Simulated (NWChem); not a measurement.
System: C2H6NO cation; SMILES [OH+]=C(N)C

```xyz
10

C      0.1485    -1.4082     0.0012
C     -0.0052     0.0633     0.0005
N      1.0124     0.8740    -0.0003
O     -1.1714     0.6224     0.0000
H     -0.3511    -1.8262     0.8905
H      1.2000    -1.7176     0.0064
H     -0.3447    -1.8272    -0.8912
H      0.8675     1.8838    -0.0010
H      1.9659     0.5248    -0.0003
H     -1.9067    -0.0108     0.0008
```
Atoms are numbered in this order, from 1.

Level: PBE0/def2-SVP (NWChem), optimised geometry, unscaled harmonic frequencies. 

| frequency (cm⁻¹) | IR intensity (km/mol) |
|---|---|
| 104 | 1.9 |
| 434 | 1.9 |
| 532 | 12.4 |
| 538 | 51.3 |
| 551 | 18.2 |
| 690 | 251.6 |
| 768 | 42.0 |
| 911 | 9.7 |
| 1011 | 5.3 |
| 1052 | 15.5 |
| 1099 | 21.8 |
| 1203 | 153.6 |
| 1374 | 40.2 |
| 1433 | 18.4 |
| 1434 | 10.6 |
| 1557 | 115.8 |
| 1585 | 131.4 |
| 1784 | 309.7 |
| 3067 | 19.0 |
| 3158 | 14.3 |
| 3212 | 5.8 |
| 3556 | 223.4 |
| 3690 | 186.4 |
| 3810 | 259.2 |

```yaml
zero_point_energy: 55.1 kcal/mol
thermal correction to the enthalpy at 298.15 K (with zero-point energy): 58.7 kcal/mol
heat capacity Cv: 16.4 cal/(mol K)
entropy at 298.15 K and 1 atm (symmetry number 1): 69.1 cal/(mol K)
```

Rigid rotor and harmonic oscillator.
